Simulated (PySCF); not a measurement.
Isomers of C9H9FO, from PySCF, PBE0-D3(BJ)/def2-SVP geometry optimisation, gas phase. One conformer each, no zero-point energy, no frequencies.

Question: Which is lower in electronic energy at this level?
A. `[CH3:1][C:2](=[O:3])[c:4]1[cH:5][cH:6][c:7]([CH2:8][F:9])[cH:10][cH:11]1` with C1–C2–C4–C5 0°, C6–C7–C8–F9 -2°: A = 3213, B = 546.5, C = 469.8 MHz, dipole 1.68 D
B. `[CH3:1][C:2](=[O:3])[C@@:4]12[C@@H:5]3[C@H:6]4[C@@H:7]([CH2:8][C@H:9]13)[C@@:10]24[F:11]` with C1–C2–C4–C5 135°: A = 1839, B = 1145, C = 852.2 MHz, dipole 2.57 D

Answer: A. That is `CC(=O)C1=CC=C(CF)C=C1`, 54.5 kcal/mol below the other.

```json
{"SMILES": "CC(=O)c1ccc(CF)cc1", "mapped SMILES": "[CH3:1][C:2](=[O:3])[c:4]1[cH:5][cH:6][c:7]([CH2:8][F:9])[cH:10][cH:11]1", "E (Eh)": "-522.49090", "relative (kcal/mol)": "0.0", "relative (kJ/mol)": "0.0", "dipole (D)": "1.68"}
{"SMILES": "CC(=O)[C@@]12[C@@H]3[C@H]4[C@@H](C[C@@H]31)[C@]42F", "mapped SMILES": "[CH3:1][C:2](=[O:3])[C@@:4]12[C@@H:5]3[C@H:6]4[C@@H:7]([CH2:8][C@H:9]13)[C@@:10]24[F:11]", "E (Eh)": "-522.40406", "relative (kcal/mol)": "54.5", "relative (kJ/mol)": "228.0", "dipole (D)": "2.57"}
```

As drawn, the lower has an aromatic ring, which the higher lacks; the higher has a three-membered ring, a four-membered ring and a quaternary carbon, which the lower lacks.
